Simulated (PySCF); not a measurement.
**B+: excitation energy**

B+ [He] 2s2 (1S) → B+ [He] 2s1 3d1 (3D), as a difference of total energies. Calculation: PySCF 2.14, in aug-cc-pVQZ-DK (6s5p4d3f2g, 80 functions); the spin-free X2C one-electron Hamiltonian (Gaussian nucleus). Correlated levels: valence: 1s2 frozen. The calculations carry no spin-orbit coupling.

```
           method  excitation energy (eV)
              UHF                  17.207
    MP2 (valence)                  18.145
SCS-MP2 (valence)                  18.417
   CCSD (valence)                  18.653
```

How much does correlation contribute at MP2 (valence)?

18.145 − (17.207) = 0.938 eV, measured against UHF.

The promoted electron is Rydberg-like, and one or two diffuse shells describe it only roughly, which tends to raise the upper state.

With two correlated electrons CCSD is exact in that space.
